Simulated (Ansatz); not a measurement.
Ansatz (a quantum-chemistry and plane-wave program) input file for (E)-1-chloro-3,3-difluoroprop-1-ene (C3H3ClF2), SMILES C(=C\Cl)/C(F)F, PBE0/def2-SVPD. The structure is a stationary point at PBE-D3(BJ)/def2-SVP. The values are those of a single conformer.

Ansatz 0.2 input:
```yaml
crystal:
  periodic: [false, false, false]
  atoms:
    - {symbol: F, position_ang: [-1.92007912, -1.52348843, 0.58966920]}
    - {symbol: C, position_ang: [-1.34409171, -0.30457317, 0.84529281]}
    - {symbol: F, position_ang: [-2.01049100, 0.64283501, 0.11666014]}
    - {symbol: C, position_ang: [0.11276237, -0.34685586, 0.48702571]}
    - {symbol: C, position_ang: [0.65596351, 0.51670596, -0.38567874]}
    - {symbol: Cl, position_ang: [2.32686448, 0.50813190, -0.82730435]}
    - {symbol: H, position_ang: [-1.50845410, -0.08017109, 1.92688243]}
    - {symbol: H, position_ang: [0.71579754, -1.12310618, 0.98337182]}
    - {symbol: H, position_ang: [0.06328653, 1.29925391, -0.88288299]}
basis:
  gaussian:
    orbitals: def2-SVPD
hamiltonian:
  xc: {name: PBE0}
```

It prints:

```
WARN ansatz: RAYON_NUM_THREADS=1 ignored (pool sized by the plan → 1); use --threads N
Functional definition: PBE0
integrals: 0.09 GiB planned
1355 factors; their error is unknown
mean field: 0.78 GiB planned
mean field evaluation 1: about -21089.4406 eV, gradient 4.0e1 eV
mean field evaluation 2: about -21088.1108 eV, gradient 4.7e1 eV
mean field evaluation 4: about -21092.7810 eV, gradient 2.1e0 eV
mean field evaluation 8: about -21092.7907 eV, gradient 5.5e-2 eV
mean field evaluation 16: about -21092.8770 eV, gradient 5.1e-5 eV
mean field -21092.87697025 eV, -775.1489313911 hartree, gradient 5.1e-5 eV, S^2 0.000000; 0 other end points of the search recorded, 0 dependent functions left out
reference -21092.87701000 eV, -775.1489328520 hartree; 28, 28 occupied and 129, 129 virtual orbitals, 1355 factors
Total energy: -21092.87701000 eV, -775.1489328520 hartree
```

Self-consistency was reached.

Cost: about 6 core-seconds (a rough figure).
